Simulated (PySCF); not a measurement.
Gas-phase reaction: 3 InCl + 3 F₂ → InCl₃ + 2 InF₃

Method: PySCF energies plus ideal-gas RRHO corrections (1 bar). † marks an energy on the PBE0/def2-TZVP geometry and frequencies. CCSD(T) freezes the core. All species are closed-shell singlets. In: scalar-relativistic def2 core potential, no spin-orbit coupling. CCSD(T) isn't extrapolated to the basis-set limit.

CCSD(T)/def2-SVP† gives ΔH°(298 K) = -1577 kJ.

What do PBE0/def2-QZVP†, ωB97X-V/def2-TZVP†, ωB97M-V/def2-TZVP† give?

PBE0/def2-QZVP†: -1587 kJ; ωB97X-V/def2-TZVP†: -1639 kJ; ωB97M-V/def2-TZVP†: -1609 kJ. For scale, ΔH°(298 K) is -1577 kJ at this level, -1609 kJ at ωB97M-V/def2-TZVP†, and runs from -1741 to -1165 kJ over the 18 levels computed.
